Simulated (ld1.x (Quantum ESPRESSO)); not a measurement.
What one change does to a pseudopotential (neon, RRKJ)

ld1.x (Quantum ESPRESSO) 7.5 input, shortened:

```
&input
   title='Ne', zed=10., rel=1, dft='PZ', iswitch=3,
   config='[He] 2s2 2p6'
 /
 &inputp
   pseudotype=2, tm=.false., rho0=0.005, lloc=1,
   nlcc=.true., new_core_ps=.true., rcore=0.45
 /
2
2S  1  0   2.00   0.00  0.60  0.60  0.0
2P  2  1   6.00   0.00  1.00  1.00  0.0
 &test
   configts(1)='2s2 2p6'
 /
```

All-electron outer shells of the reference configuration (LDA (PZ), scalar-relativistic, ld1.x):

| shell | level (eV) | outermost node (bohr) | outermost maximum (bohr) |
| --- | --- | --- | --- |
| 1s | -825.81 | – | 0.10 |
| 2s | -36.11 | 0.22 | 0.69 |
| 2p | -13.53 | – | 0.62 |

Change: all radii but the core radius scaled by about 1.16 (s 0.70, p 1.16 bohr).

Cutoffs: the cutoffs (Ry, on a coarse ladder) from which the occupation-weighted sum of valence levels, in a spherical-Bessel basis at the reference potential, stays within 10 and 1 mRy of its value at 400 Ry; they do not see the model core or the augmentation charge, which bear on the density cutoff. Errors are all-electron minus pseudo energies relative to the spin-unpolarised reference configuration.

Task: How do hardness, ghosts and transferability respond?

Result: The s channel binds one level more than in the base; of the 8 tests that both files solve, the error grows in 6 and shrinks in 1 by more than 15 % and 0.3 meV (median size 15.9 → 17.4 meV); neither file shows a bound ghost.

```tsv
quantity	base	changed
cutoff, loose	260 Ry	230 Ry
cutoff, tight	over 300 Ry	260 Ry
loose cutoff by channel (10 mRy a level)	s 230 Ry, p 110 Ry	s 200 Ry, p 90 Ry
bound ghosts	none	none
error for 2s2 2p5, meV [ΔE 22.65 eV]	-10	-16
error for 2s2 2p4, meV [ΔE 66.06 eV]	-20	-18
error for 2s2 2p3, meV [ΔE 133.58 eV]	+55	+171
error for 2s2 2p2, meV [ΔE 228.27 eV]	+410	+902
error for 2s2 2p5.5, meV [ΔE 8.96 eV]	-3.0	-4.9
error for 2s1 2p6, meV [ΔE 45.56 eV]	-11	-42
error for 2s2 2p5 (spin-polarised), meV [ΔE 22.18 eV]	+0.9	-10
error for 2s2 2p4 (spin-polarised), meV [ΔE 63.80 eV]	+31	+2.4
```
